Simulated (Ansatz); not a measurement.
Total energies of C₂H₈B₂Cl₂, SMILES `C[B@H-]1[Cl+][B@@H-](C)[Cl+]1`.

Cartesian coordinates in Å:
```
C 0.595 1.515 -1.899
B -0.488 0.632 -1.198
Cl -0.686 1.084 0.717
B -0.646 -0.881 0.939
C 0.300 -1.319 2.104
Cl 0.170 -1.197 -0.835
H 0.764 1.159 -2.920
H 0.242 2.548 -1.975
H 1.554 1.520 -1.378
H -1.595 0.505 -1.623
H -1.777 -1.245 0.850
H 1.303 -0.893 2.032
H -0.129 -1.020 3.066
H 0.393 -2.409 2.120
```

The species carries charge 0 and has multiplicity 1. All single points use the PBE0-D4/def2-TZVP geometry. Basis def2-TZVPP, the Gaussian-basis code of Ansatz.

RPA on PBE orbitals: Hartree–Fock energy of these orbitals -1048.82514 Eh, correlation -1.65473 Eh (frozen core).

```csv
functional,energy without D4 (Eh),D4 term (kJ/mol)
LDA (SPW92),-1046.95319,–
PBE,-1050.68891,-35.7
BLYP,-1051.17127,-78.6
B97M-V,-1051.06048,–
PBE0,-1050.79722,-30.3
B3LYP,-1051.31393,-57.6
r2SCAN0,-1051.11484,-10.5
HSE06 (plane-wave form),-1050.77258,-28.2
LC-ωPBE,-1050.93477,–
PBE-QIDH,-1050.61660,–
```

Q: Give the same for revPBE, r2SCAN, r2SCANh, BHLYP, CAM-B3LYP, ωB97X-V, ωB97M-V, B2PLYP. (An estimate is asked.)

A: The calculation gave: 
```
functional  energy without D4 (Eh)  D4 term (kJ/mol)
    revPBE             -1051.05795            -107.7
    r2SCAN             -1051.12725              -8.9
   r2SCANh             -1051.12182              -9.5
     BHLYP             -1051.18833             -43.7
 CAM-B3LYP             -1051.21007             -30.8
   ωB97X-V             -1051.10548                 –
   ωB97M-V             -1051.14689                 –
    B2PLYP             -1050.87549                 –
```

B3LYP takes the VWN-RPA correlation (the form of Gaussian; ORCA's B3LYP/G). HSE06 is the plane-wave form, built on full-range PBE exchange. The double hybrids freeze the cores in their second-order part.

LC-ωPBE has ω = 0.4 bohr⁻¹.
